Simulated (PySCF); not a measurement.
# EuF: f occupation and spin

Unrestricted PBE0; PySCF, spin-free X2C with a Gaussian nucleus, basis sets Eu x2c-SVPall, F x2c-SVPall. The search starts from ions with several 4f fillings and holds each by maximum overlap.

The lowest solution has 2Ms+1 = 9, about 7.0 4f electrons, near 2.05 Å.

The lowest solution of each spin and filling, followed along the bond (rough minima from three points):

```
2Ms+1  4f population  ⟨S²⟩ at the start  R at minimum (Å)  Te (eV)
    9           7.02              20.01              2.05     0.00
    7           7.02              13.00              2.05     0.24
```

Solutions at the starting distance of 2.125 Å, counted from the lowest; the search is not exhaustive:

| 2Ms+1 | 4f population | E (eV) | ⟨S²⟩ | ⟨Lz²⟩ | μ (D) |
| --- | --- | --- | --- | --- | --- |
| 9 | 7.02 | 0.00 | 20.01 | 0.0 | -3.75 |
| 7 | 7.02 | 0.24 | 13.00 | 0.0 | -3.57 |
| 9 | 6.99 | 1.81 | 20.01 | 4.0 | -6.03 |
| 9 | 7.01 | 1.97 | 20.01 | 1.0 | -2.40 |
| 7 | 7.02 | 2.26 | 13.00 | 1.0 | -2.09 |
| 7 | 7.00 | 2.28 | 13.01 | 4.0 | -5.99 |
| 7 | 6.09 | 3.25 | 12.03 | 4.0 | -2.52 |
| 9 | 6.04 | 3.33 | 20.01 | 8.0 | -3.98 |
| 7 | 6.10 | 3.33 | 12.24 | 3.9 | -2.61 |
| 9 | 6.05 | 3.43 | 20.01 | 9.8 | -3.94 |

Partly filled real f orbitals mix terms, so no term symbols are given. A positive dipole means Eu(−)F(+).

Spin–orbit coupling is left out. Counting both spins, an empty level lies below a filled one in some of these solutions, because spin and occupation are held. The state is the lowest single determinant that the PBE0 search found; with open d or f shells the true ground state can be another one.
